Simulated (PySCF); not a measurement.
BiBrH₆Si₂, SMILES [SiH3][Bi]([SiH3])[Br].

Geometry: B3LYP-D3(BJ)/def2-SVP. The def2 effective core potentials stand for the cores of Bi; spin–orbit coupling is left out.

Method: B3LYP/def2-TZVP (PySCF).

Symmetry labels are those of the subgroup Cs that the program uses (full group Cs).

Computed valence orbital energies around the gap with their symmetry:
```csv
orbital,symmetry,energy (eV)
HOMO−7,A',-10.02
HOMO−6,A",-9.86
HOMO−5,A",-9.69
HOMO−4,A',-8.84
HOMO−3,A",-8.27
HOMO−2,A',-8.14
HOMO−1,A",-7.15
HOMO,A',-6.95
LUMO,A',-2.55
LUMO+1,A",-1.18
LUMO+2,A',-1.11
LUMO+3,A',0.02
```
